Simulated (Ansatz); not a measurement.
Mulliken charges of GaH3OSe, SMILES `[OH][GaH][SeH]` from PBE/def2-TZVPP in Ansatz (PBE0-D4/def2-TZVP geometry).

```tsv
atom	x (Å)	y (Å)	z (Å)	charge (e)
O1	-0.993	-1.235	0.178	-0.359
Ga2	0.020	-0.150	-0.807	0.357
Se3	1.212	1.558	0.233	-0.201
H4	-0.989	-1.047	1.119	0.174
H5	0.073	-0.386	-2.338	-0.020
H6	0.719	1.197	1.569	0.049
```

**Question.** By hand: the dipole of these point charges (1 e Å = 4.8032 D).

**Answer.** Σ q r = (-0.018, -0.039, -0.080) e Å, of length 0.091 e Å = 0.44 D.

**Question.** How does the dipole of the full density compare? (Best estimate.)

**Answer.** Computed: (0.022, 0.061, 0.171) e Å, 0.88 D; the point charges give 0.50 times that, at 172° from its direction, so they point the opposite way.

Point charges leave out the atoms' own dipoles, such as those of lone pairs, and Mulliken's split depends on the basis, so the two needn't agree.
